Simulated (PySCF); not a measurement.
C2H4N2OSi, SMILES N#C/N=C/O[SiH3]. Coordinates come from a PBE-D3(BJ)/def2-SVP optimisation. The structure was generated by enumeration; whether it is a known compound was not checked. Other conformers were not sampled.

Problem. Give the equilibrium geometry at PBE-D3(BJ)/def2-SVP (PySCF confirms it by a frequency run) as Cartesian coordinates in Å, and its point group. (The exact figures need the calculation; the answer reports its results.)

Solution. This is not unique; one that fits is point group Cs.
```xyz
10

N     -0.4037     3.3260     0.0000
C     -0.2295     2.1593     0.0000
N     -0.1585     0.8301     0.0000
C      0.9637     0.1859     0.0000
O      0.9826    -1.1342     0.0000
Si    -0.5442    -1.9989     0.0000
H      1.9705     0.6540     0.0000
H     -1.3025    -1.6701    -1.2462
H     -1.3025    -1.6701     1.2462
H     -0.0779    -3.4191     0.0000
```
Charge 0, spin multiplicity 1.
